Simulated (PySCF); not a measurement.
Compounds:
1. SMILES O=CC[SiH2]O, C2H6O2Si
2. SMILES C([Si@@H](C)O)=O, C2H6O2Si
3. SMILES O=C[C@H]1C[SiH2]N([SiH3])[SiH2]O1, C3H11NO2Si3
4. `InChI=1S/C3H5Cl3OSi/c4-1-2(7-8)3(5)6/h1,3H,8H3/b2-1+`
5. SMILES C(C(=O)[SiH3])C(Cl)(Cl)Cl, C3H5Cl3OSi
6. `InChI=1S/C3H11NO2Si3/c1-3(2-5)4-8-9-6-7/h2H,8-9H2,1,7H3/b4-3+`
7. SMILES [SiH3]O/C(=C\Cl)C(Cl)Cl, C3H5Cl3OSi

All values are calculated (PySCF): GFN2-xTB structure, shieldings: GIAO PBE0/pcSseg-1. Isolated molecule, a single conformation, no relativistic terms, equivalent nuclei averaged.

Chemical shifts δ = σref − σ; TMS for $^{1}$H (31.72 ppm) and $^{13}$C (186.93 ppm), all at this level. Shifts are as computed. Against solution values, carbons near 30 ppm lie about +3 ppm off and those near 130 ppm about +5 ppm; carbons on Cl a further +6 ppm. Of 1309 compounds with measured shifts, 239 miss one by over three times the rms of a fit or turn the order of signals round; such compounds aren't used in these exercises. Carbons bonded to Cl come out too deshielded. OH and NH positions are gas-phase values without hydrogen bonding to other molecules.

Q: Which show a $^{13}$C signal below 10 ppm?

A: 2 (-2.8: methyl carbon bonded to Si).

Q: Which show a $^{1}$H signal above 9 ppm from a carbon-bound hydrogen?

A: 1 (10.25: hydrogen on an aldehyde carbonyl carbon); 2 (12.23: hydrogen on a carbonyl carbon); 3 (10.02: hydrogen on an aldehyde carbonyl carbon); 6 (9.26: hydrogen on an aldehyde carbonyl carbon).

Q: Which show a $^{13}$C signal between 60 and 100 ppm?

A: 3 (75.8: sp3 CH bonded to O, α to a carbonyl); 4 (78.2: allylic sp3 CH bonded to 2 Cl); 5 (77.2: sp3 CH2 α to a carbonyl); 7 (82.3: allylic sp3 CH bonded to 2 Cl).

Q: Which give exactly 2 $^{13}$C signals?

A: 1 (δ 209.8, 39.1); 2 (δ 254.2, -2.8).
